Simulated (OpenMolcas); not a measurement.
A calculation on Pt2+.

```json
{
  "Program": "OpenMolcas",
  "Method": "SS-CASPT2, IPEA 0.25 Eh, imaginary shift 0.1 Eh (closed shells correlated: 5s 5p)",
  "Basis": "ANO-RCC-VTZP [8s7p5d3f1g]",
  "Scalar Hamiltonian": "DKH2, point nucleus",
  "Active space": "8 electrons in 5 orbitals (5d)",
  "State averaging": "2S+1 = 3 even, 10 roots; 2S+1 = 1 even, 15 roots",
  "Spin-orbit coupling": "RASSI with atomic mean-field integrals over the reference wave functions, term energies averaged over their components"
}
```

(1) Which level of the active space comes out lowest?

(2) How high does 5d⁸ ³P₁ lie?

(3) How high does 5d⁸ ¹S₀ lie?

(4) How high does 5d⁸ ³P₀ lie?

(5) The level at 6350 cm⁻¹ has J = 2. What is it made of, and what is its g factor?

Measured values: NIST levels as listed in McCann et al., Mon. Not. R. Astron. Soc. 538, 537 (2025).

## Answers

(1) 5d⁸ ³F₄, with 96 % of that term; it is also the measured ground level.

(2) 19410 cm⁻¹ above the lowest level; measured 16782 cm⁻¹ above the ground level, so the calculation is off by +16 %.

(3) 48610 cm⁻¹ above the lowest level.

(4) 17110 cm⁻¹ above the lowest level; measured 14939 cm⁻¹ above the ground level, so the calculation is off by +15 %.

(5) 49 % 5d⁸ ¹D₂, 29 % 5d⁸ ³P, 22 % 5d⁸ ³F; g = 1.071, against 1.000 from Landé's formula for the pure leading term.

CASPT2 breaks the degeneracy within a term, and the mean is taken; among the terms shown or strongly mixed into the levels shown the widest spread is 430 cm-1 (5d⁸ ³F). Configurations with an s electron lie low in 5d ions of this charge, fall among these levels and mix in, so low-spin terms can stand far too high, up to twice their true height, and weights are not those of the real levels. Some terms miss by over 15 % even with CASPT2, which points to a basis or an active space too small for the shells correlated. Computed and measured levels are paired by configuration, term and J; levels that our copy of the source lacks, or whose pairing is in doubt (as where it misses far off the trend of its configuration), stay unpaired and out of the deviations. Only configurations of the active space appear.
